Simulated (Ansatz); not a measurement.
Relaxation of C$_{3}$H$_{10}$BNS (16 atoms, charge 0, multiplicity 1), to a largest force component of 0.02 eV/Å in at most 40 steps.

These are results of RKS PBE/STO-3G (Ansatz), not measurements.

```xyz
16
Properties=species:S:1:pos:R:3
B 0.724 -1.202 -1.499
C 0.240 -0.576 -0.076
N 1.390 -0.417 0.772
S -0.824 -1.767 0.693
C -0.454 0.788 -0.286
C -0.860 1.479 1.048
H 1.837 -1.381 -1.750
H -0.103 -1.339 -2.347
H 2.115 0.243 0.374
H 1.896 -1.345 0.930
H -1.898 -1.657 -0.278
H 0.245 1.497 -0.792
H -1.416 0.699 -0.909
H -1.617 0.850 1.620
H 0.029 1.628 1.693
H -1.329 2.478 0.852
```

Where does it end, and by what steps?

The forces met the threshold. Limits of this set-up: minimal basis. After 21 steps the energy has fallen by 2.360 eV; H9 moved furthest, 1.18 Å. Joined: B1–S4.

```tsv
step	energy less start (eV)	largest force component (eV/Å)	accepted
0	0.0000	4.308	yes
1	-0.7467	1.893	yes
2	-1.1876	1.046	yes
3	-1.6649	1.047	yes
4	-1.9194	1.215	yes
5	-2.0458	0.568	yes
6	-2.0922	1.059	yes
7	-2.1494	0.779	yes
8	-2.1875	0.765	yes
9	-2.2138	0.745	yes
10	-2.2244	0.283	yes
11	-2.2322	0.594	yes
12	-2.0623	1.322	no
13	-2.2653	0.638	yes
14	-2.2914	0.881	yes
15	-2.3033	0.916	yes
16	-2.3221	0.788	yes
17	-2.3529	0.247	yes
18	-2.3582	0.117	yes
19	-2.3584	0.065	yes
20	-2.3598	0.032	yes
21	-2.3599	0.014	yes
```

```xyz
16
Properties=species:S:1:pos:R:3
B 0.412 -1.519 -1.348
C 0.535 -0.326 -0.317
N 1.697 -0.155 0.469
S -0.688 -1.980 0.206
C -0.369 0.944 -0.340
C -0.850 1.457 1.052
H 1.345 -2.232 -1.403
H -0.225 -1.355 -2.319
H 1.581 0.270 1.427
H 2.333 -0.991 0.492
H -1.842 -1.390 -0.247
H 0.218 1.745 -0.839
H -1.247 0.739 -0.985
H -1.399 0.664 1.595
H 0.001 1.784 1.679
H -1.526 2.322 0.923
```

Time of the run: 70 s on 1 thread of Intel(R) Xeon(R) Platinum 8488C (Sapphire Rapids) (shared host), peak memory 0.17 GiB.
